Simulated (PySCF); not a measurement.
Polarisability and C₆ of Ti (titanium, neutral)

[Ar] 3d2 4s2, high-spin 3F determinant. All numbers are calculated (PySCF 2.14, scalar relativity by spin-free X2C-1e, in aug-cc-pVDZ-DK (7s6p4d2f, 59 functions)). Coupled (time-dependent) response in atomic units; α is the mean over directions. A double-zeta set is small for polarisabilities.

```csv
method,mean α (bohr³),C₆ (like pair),S(−4)
B3LYP,101.2,1151,5165
```

S(−4) is the Cauchy moment in α(ω) = α(0) + S(−4) ω² + …

Reference α: 87 ± 10 bohr³ (recommended; Schwerdtfeger and Nagle, table of static dipole polarizabilities (2023 update)). Published C₆: 1044 (Chu and Dalgarno (2004); Tang, Norbeck and Certain (1976)).

α(iu) at B3LYP:

```csv
u (hartree),α(iu) (bohr³)
0,101.2
0.0500,89.94
0.100,68.14
0.200,36.22
0.300,21.46
0.500,10.39
0.750,5.879
1.00,3.982
1.50,2.296
2.00,1.514
3.00,0.7938
5.00,0.3221
```

A single London oscillator, α(iu) = α/(1 + u²/ω²), gives C₆ = (3/4) ω α². Matching the computed C₆ needs ω = 4 × 1151 / (3 × 101.2²) = 0.150 hartree.
